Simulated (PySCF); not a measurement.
## Correlation energy of Be (beryllium, neutral)

[He] 2s1 2p1, high-spin 3P determinant (an excited configuration). Calculation: PySCF 2.14, in aug-cc-pVTZ-DK (5s4p3d2f, 46 functions); the spin-free X2C one-electron Hamiltonian (Gaussian nucleus). Frozen: 1s2; 2 electrons correlated.

With two correlated electrons CCSD is exact within the correlated space (frozen core and kept virtual orbitals).

| level | correlation energy (mhartree) |
| --- | --- |
| CCSD | -4.81 |

Diagnostics: T1 = 0.0043, D1 = 0.0068, largest double amplitude 0.032.

Cost of the coupled-cluster step: of the order of 0.5 core-seconds, for 2 correlated electrons.
